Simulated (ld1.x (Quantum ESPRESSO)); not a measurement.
# I (Z = 53): one change to a TM semilocal potential, before and after

ld1.x (Quantum ESPRESSO) 7.5 input, shortened:

```
&input
   title='I', zed=53., rel=1, dft='WC', iswitch=3,
   config='[Kr] 4d10 5s2 5p5'
 /
 &inputp
   pseudotype=1, tm=.true., lloc=0,
   nlcc=.false.
 /
2
5P  2  1   5.00   0.00  1.85  1.85  0.0
5S  1  0   2.00   0.00  1.35  1.35  0.0
 &test
   configts(1)='5s2 5p5'
 /
```

Change: wave 5s (bound): rc 1.35 bohr becomes 5s (bound): rc 1.80 bohr.

Cutoffs: the cutoffs (Ry, on a coarse ladder) from which the occupation-weighted sum of valence levels, in a spherical-Bessel basis at the reference potential, stays within 10 and 1 mRy of its value at 400 Ry; they do not see the model core or the augmentation charge, which bear on the density cutoff. Errors are all-electron minus pseudo energies relative to the spin-unpolarised reference configuration.

What does the change do?

The potential gets softer (70 Ry and 180 Ry → 35 Ry and 60 Ry); of the 7 tests that both files solve, the error grows in 1 and shrinks in 5 by more than 15 % and 0.3 meV (median size 12.4 → 3.5 meV); the range in which the s phases agree widens (upper end 1.0 → 4.3); neither file shows a bound ghost. A larger radius leaves more room for a smooth pseudo-wave, so fewer plane waves are needed. A semilocal file is local in each channel, so a ghost entry of none says nothing of the separable form that plane-wave codes build from it.

| quantity | base | changed |
| --- | --- | --- |
| cutoff, loose | 70 Ry | 35 Ry |
| cutoff, tight | 180 Ry | 60 Ry |
| loose cutoff by channel (10 mRy a level) | p 12 Ry, s 45 Ry | p 12 Ry, s 25 Ry |
| bound ghosts | none | none |
| error for 5s2 5p4, meV [ΔE 11.16 eV] | -0.9 | -2.3 |
| error for 5s2 5p3, meV [ΔE 31.06 eV] | +5.4 | -4.2 |
| error for 5s2 5p2, meV [ΔE 60.48 eV] | +31 | -4.5 |
| error for 5s2 5p1, meV [ΔE 100.03 eV] | +98 | -0.2 |
| error for 5s1 5p5, meV [ΔE 22.18 eV] | +14 | +7.9 |
| error for 5s1 5p6, meV [ΔE 10.45 eV] | +12 | +3.5 |
| error for 5s2 5p5.3, meV [ΔE -1.78 eV] | +0.5 | +0.5 |
| s: phases at 2.01 bohr within 0.05 rad from the reference energy up to (Ry; the scan ends near 5) | 1.0 | 4.3 |
| p: phases at 2.01 bohr within 0.05 rad from the reference energy up to (Ry; the scan ends near 5) | 4.7 | 4.7 |
